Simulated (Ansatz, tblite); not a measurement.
Forces on Si₄S₄ at its PBE-D4/def2-SVP geometry. Charge 0, multiplicity 1.

The xTB rows come from tblite. The structure comes from a short search, and lower isomers may exist.

GFN1-xTB (tblite), largest force 1.17 eV/Å:

```xyz
8
positions Å, forces eV/Å
Si   -1.857    0.279    0.729    0.500   -0.075   -0.195
Si   -0.112   -0.900   -1.799    0.030    0.244    0.489
Si    0.919    1.782   -0.197   -0.250   -0.484    0.055
Si    1.051   -1.160    1.267   -0.283    0.312   -0.339
S     1.923   -0.289   -0.755   -1.078    0.162    0.421
S     0.117    0.933    1.863   -0.065   -0.524   -1.049
S    -1.089    1.202   -1.312    0.611   -0.673    0.734
S    -0.952   -1.846    0.204    0.535    1.038   -0.116
```

GFN2-xTB (tblite), largest force 0.55 eV/Å:

```
Si -0.346 0.052 0.137
Si -0.021 -0.166 -0.331
Si 0.169 0.328 -0.035
Si 0.195 -0.216 0.237
S -0.506 0.077 0.197
S -0.030 -0.246 -0.494
S 0.287 -0.316 0.343
S 0.252 0.488 -0.055
```

r2SCAN-D4/def2-TZVP (Ansatz), largest force 0.68 eV/Å:

```
Si 0.621 -0.093 -0.242
Si 0.037 0.303 0.607
Si -0.310 -0.601 0.068
Si -0.352 0.388 -0.421
S -0.433 0.066 0.168
S -0.026 -0.211 -0.425
S 0.246 -0.270 0.293
S 0.216 0.419 -0.048
```
